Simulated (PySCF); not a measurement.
C₄H₄BFO, SMILES O=C(C)B(F)C#C.

Geometry optimised at B3LYP-D3(BJ)/def2-SVP. The structure was generated by enumeration, and PubChem lists no compound with its InChIKey, so it may never have been made. Other conformers were not sampled.

Two levels are set side by side: TDA-PBE/def2-SVPD (PySCF) and TDA-B3LYP/def2-SVPD (PySCF). Vertical, same geometry. The lowest singlet is HOMO→LUMO 94 % with PBE and HOMO→LUMO+1 93 % with the other functional; states are paired by order. Differences are taken from unrounded values.

```json
[
 {"quantity": "lowest singlet excitation (eV)", "TDA-PBE": "3.23"},
 {"quantity": "lowest triplet excitation (TDA) (eV)", "TDA-PBE": "2.65"},
 {"quantity": "first bright state (f over 0.05) (eV)", "TDA-PBE": "6.13"},
 {"quantity": "its oscillator strength", "TDA-PBE": "0.22"}
]
```

Problem. These are the TDA-PBE values. What does TDA-B3LYP give? (Estimate from the structure and the level; the computed values follow.)

Solution. 
```tsv
quantity	TDA-B3LYP	TDA-PBE minus TDA-B3LYP
lowest singlet excitation (eV)	3.78	-0.54
lowest triplet excitation (TDA) (eV)	3.14	-0.49
first bright state (f over 0.05) (eV)	6.80	-0.67
its oscillator strength	0.22	0.01
```

A lower first singlet is the usual sign of a functional without exact exchange. Differences between two approximate levels are no errors against the true value.

Rough cost on one machine, each run with all the roots and properties that it gave: TDA-B3LYP against TDA-PBE about 2 times.
